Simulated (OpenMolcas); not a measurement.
## Ir3+: ligand-field states by method

Ir3+ with 4 ligands (water) in square-planar coordination (D2h) at 1.91 Å. Ligand basis ANO-RCC-VDZP.
```
Ir    0.0000    0.0000    0.0000
O     1.9100    0.0000    0.0000
H     2.4870    0.7797    0.0000
H     2.4870   -0.7797    0.0000
O     0.0000    1.9100    0.0000
H     0.0000    2.4870    0.7797
H     0.0000    2.4870   -0.7797
O    -1.9100    0.0000    0.0000
H    -2.4870    0.7797    0.0000
H    -2.4870   -0.7797    0.0000
O     0.0000   -1.9100    0.0000
H     0.0000   -2.4870    0.7797
H     0.0000   -2.4870   -0.7797
```

| Quantity | Value |
| --- | --- |
| Program | OpenMolcas 26.06 |
| Basis | ANO-RCC-VDZP [7s6p4d2f] |
| Scalar Hamiltonian | DKH2, point nucleus |
| Active space | 6 electrons in 5 orbitals (5d) |
| State averaging | 2S+1 = 5 even, 5 roots; 2S+1 = 3 even, 45 roots; 2S+1 = 1 even, 50 roots |
| Spin-orbit coupling | state interaction with AMFI integrals over the reference wave functions |

I. CASSCF
II. SS-CASPT2, IPEA 0.25 Eh, imaginary shift 0.1 Eh (closed shells correlated: 5s 5p and the ligand valence shells)

Spin-free states in cm-1, each column counted from its own energy of the first state listed:

| State | Degeneracy | I | II |
| --- | --- | --- | --- |
| 2S+1 = 3 | 1 | 0 | 0 |
| 2S+1 = 3 | 1 | 3319 | 4100 |
| 2S+1 = 3 | 1 | 3928 | 2700 |
| 2S+1 = 3 | 1 | 4577 | 3620 |
| 2S+1 = 1 | 1 | 8724 | 6290 |
| 2S+1 = 1 | 1 | 9737 | 8000 |
| 2S+1 = 1 | 1 | 9754 | 4490 |
| 2S+1 = 3 | 1 | 10103 | 8620 |
| 2S+1 = 3 | 1 | 13866 | 12640 |
| 2S+1 = 1 | 1 | 14067 | 13340 |
| 2S+1 = 1 | 1 | 15762 | 8890 |
| 2S+1 = 1 | 1 | 16603 | 13490 |
| 2S+1 = 1 | 1 | 17181 | 19130 |
| 2S+1 = 1 | 1 | 22626 | 19810 |
| 2S+1 = 1 | 1 | 23698 | 20530 |

From I to II, I's first state of the same spin (2S+1 = 3) moves from 3319 to 4100 cm-1, by about +780 cm-1. In II another state of that kind comes below it.

From I to II, I's first state of another spin (2S+1 = 1) moves from 8724 to 6290 cm-1, by about -2400 cm-1. In II another state of that kind comes below it.

χT at 300 K: I 1.12, II 1.01 cm3 K/mol.

The states above are spin-free; spin-orbit coupling is strong here and shifts and splits them by thousands of cm-1.

Over all roots computed the reference weight is 0.75 to 0.77 in II; a low but even weight reflects the number of correlated electrons. The least metal-like active orbital is 72 % on the metal (Löwdin) and no ligand orbital is active, so the numbers are rough. Ligand-to-metal charge-transfer states are missing. With no ligand orbital active B as a rule stays too high, so bands that hang on it stand too high and its fall with covalency is understated. Spin-orbit coupling mixes the spin-free states strongly: the lowest level takes only 65 % from its leading state, 2S+1 = 3 (figures for I; the like holds for II). Without dynamic correlation the repulsion within the d shell is too large (B by tens of per cent), so at a given field states of lower spin stand too high (holds for I). With metal d orbitals alone the field can be off either way by tens of per cent (holds for I). No measured value stands beside these numbers; the geometry is a model, was not optimised and need not be the one that this ion takes.

A state without a sure symmetry label is named by its multiplicity alone.
